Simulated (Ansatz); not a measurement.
Harmonic frequencies (cm⁻¹) at PBE0-D4/def2-TZVP from Ansatz: 37, 65, 138, 258, 325, 346, 456, 550, 562, 603, 682, 720, 741, 834, 923, 931, 2241, 2249, 2253, 2264, 2327.

Each molecule was computed in one conformer, which needn't be the lowest.

Question: Which molecule is it?
A. `NCSS`
B. `N#C[SiH2][SiH2]Cl`
C. `C=[N][AlH][SiH2]Br`
D. `[CH2]1[SiH2][S][GeH2]1`

Answer: B.
